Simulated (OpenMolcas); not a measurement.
# What dynamic correlation does to the levels of Ni2+

| Item | Value |
| --- | --- |
| Program | OpenMolcas 26.06 |
| Basis | ANO-RCC-VTZP [6s5p3d2f1g] |
| Scalar Hamiltonian | DKH2, point nucleus |
| Active space | 8 electrons in 10 orbitals (3d 4d) |
| State averaging | 2S+1 = 3 even, 10 roots; 2S+1 = 1 even, 15 roots |
| Spin-orbit coupling | RASSI with atomic mean-field integrals over the reference wave functions, term energies averaged over their components |

Methods on the same reference wave functions:
A. CASSCF
B. SS-CASPT2, IPEA 0.25 Eh, imaginary shift 0.1 Eh (closed shells correlated: 3s 3p)

Energies in cm⁻¹ above 3d⁸ ³F₄, the measured ground level; measured values from Corliss and Sugar, J. Phys. Chem. Ref. Data 10, 197 (1981).

```tsv
Level	A	B	Measured
3d⁸ ³F₄	0.0	0.0	0.0
3d⁸ ³F₃	1334	1335	1361
3d⁸ ³F₂	2249	2230	2270
3d⁸ ¹D₂	16854	13940	14032
3d⁸ ³P₂	19850	16920	16662
3d⁸ ³P₁	20162	17230	16978
3d⁸ ³P₀	20429	17480	17231
3d⁸ ¹G₄	25843	23650	23109
3d⁸ ¹S₀	61549	53460	52532
```

Deviations, from unrounded energies. A percentage is the sum of absolute deviations over the sum of measured energies, with the sign that they share, or ± where signs differ.

```
                        Against measurement  Levels      A     B
             mean absolute deviation (cm-1)       8   3000   300
      fine structure of the ground term (%)       2   -1.3  -1.7
other terms of the ground configuration (%)       6  +17.2  ±1.7
```

B lies closest to measurement on these levels. The largest miss of B in the table is 3d⁸ ¹S₀, by +930 cm-1. The ranking rests on the paired levels alone, and a cruder setting can come out closer through cancelling errors.

From A to B the spin-free energies of the other terms of 3d⁸ shown, above ³F, scale by factors of 0.82 to 0.91, as is usual when dynamic correlation screens the repulsion within a d or f shell.

The lowest spin-free term lies below A's lowest term by 0.463 hartree in B.

CASPT2 does not keep the components of a term degenerate, so their means are used; among the terms shown or strongly mixed into the levels shown the widest spread is 630 cm-1 (3d⁸ ¹G, B). Active for correlation alone: 4d; no level in the range computed is led by a configuration that fills it, so any true level of that kind is missing. Without dynamic correlation excited terms often stand tens of per cent too high (terms of higher spin than the ground term too low), and those without a measured partner can miss by more than the paired ones (holds for A). Measured partners are found by configuration, term and J. A level has none where our copy of the source lacks it or the pairing is in doubt (some pairs that miss far off the trend of their configuration count as doubtful), and it then counts in no deviation. Levels of configurations outside the active space are missing.
